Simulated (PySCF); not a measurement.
**Continuum solvent and chemical shifts**

Bonds (- single, = double, # triple, : aromatic): O1=C2, C2-O3, O3-C4, C4-C5, C5-C6, C6=O7, C6-C8, C8-F9, C8-F10, C8-F11, C5-C2. C4 carries H12, H13; C5 carries H14. Stereochemistry as in O=C1OC[C@H]1C(=O)C(F)(F)F. H13 is cis to C6 on the ring; H12 is trans to C6 on the ring.

GIAO PBE0/pcSseg-1 in PySCF on one PBE0-D3(BJ)/def2-SVP conformer, non-relativistic, equivalent nuclei averaged. Solvents enter as an IEF-PCM continuum (benzene with ε = 2.3, chloroform with ε = 4.7) around the gas-phase geometry. Shifts are referred to TMS, CFCl3 computed in the same medium.

In benzene, δ in ppm: C6 191.0, C2 164.2, C8 120.7, C5 62.8, C4 58.7, F9/F10/F11 -90.7, H14 5.15, H13 4.80, H12 4.32. Dipole moment 4.17 D.

**Question.** How does each δ change in the more polar medium?

**Answer.** 
```
     atoms                            environment  Δδ, chloroform
        C6                 ketone carbonyl carbon            +0.8
        C2                  ester carbonyl carbon            +1.7
        C8                             CF3 carbon            +0.3
        C5                 sp3 CH α to a carbonyl            +0.6
        C4                    sp3 CH2 bonded to O            +0.8
F9/F10/F11                fluorine of a CF3 group            +0.3
       H14  hydrogen on an sp3 CH α to a carbonyl           +0.14
       H13     hydrogen on an sp3 CH2 bonded to O           +0.04
       H12     hydrogen on an sp3 CH2 bonded to O           +0.13
```

Changes are relative to benzene. The dipole moment becomes 4.45 D in chloroform.

**Question.** Which nuclei move most (in ppm), and what does the model miss?

**Answer.** C2 (ester carbonyl carbon, +1.7 ppm) in chloroform. A continuum only polarises the solute; specific hydrogen bonds, the anisotropy of aromatic solvents and changes of geometry or conformer are outside it.
